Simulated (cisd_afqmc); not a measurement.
Input (AFQMC/CISD/def2-SVP; cisd_afqmc is a phaseless AFQMC code with CISD trial states that reads the integrals written by Ansatz):

Ansatz 0.2 input:
```python
import cisd_afqmc

open("ham.yaml", "w").write("""\
crystal:
  periodic: [false, false, false]
  atoms:
    - {symbol: Li, position_ang: [-1.20992950, -0.69939566, -1.04594388]}
    - {symbol: C, position_ang: [0.37372186, 0.21602865, 0.32307013]}
    - {symbol: H, position_ang: [0.76040696, -0.71883287, 0.71460086]}
    - {symbol: H, position_ang: [-0.30744477, 0.79479214, 0.93775102]}
    - {symbol: H, position_ang: [0.93449518, 0.72605576, -0.45294105]}
basis:
  gaussian:
    orbitals: def2-SVP
total_charge: 1
magnetization: {spin_polarized: true, initial_magnetization: 1}
correlation: {method: ccsd, electrons: outside_noble_gas, hamiltonian_folder: ham}
""")
rep = cisd_afqmc.ansatz("ham.yaml")
e_ccsd = rep["correlation"]["coupled_cluster"]["energy"]["hartree"]
out = cisd_afqmc.run("ham", e_ccsd, trial="CISD", walkers=200, populations=8, threads=8, dt=0.005, steps=40, early=24, settle=10, least=32,
    cut=5e-5, rank_cut=2e-4, target=0.0004, seconds=1500, seed=1, memory=17280, gpu=False)
```

Output:

```
orbitals 36, occupied [4, 3], factors 195 of 438, rank of the doubles 97 of 227
E(HF) = -46.785788
E(CCSD) on the cut factors = -46.934970, shift to the whole factors -0.000012
Energy of the trial state on the determinant = -46.934952
  tau behind 7.2 of longer steps, mean of the populations' last blocks
   2.0  -46.93804
   4.0  -46.93823
   6.0  -46.93792
   8.0  -46.93783
blocks 276 (1 outliers left out), error by blocks joined: 1: 0.00005, 2: 0.00006, 4: 0.00008, 8: 0.00008, 16: 0.00009
E(AFQMC/CISD) = -46.93812 +/- 0.00009
```
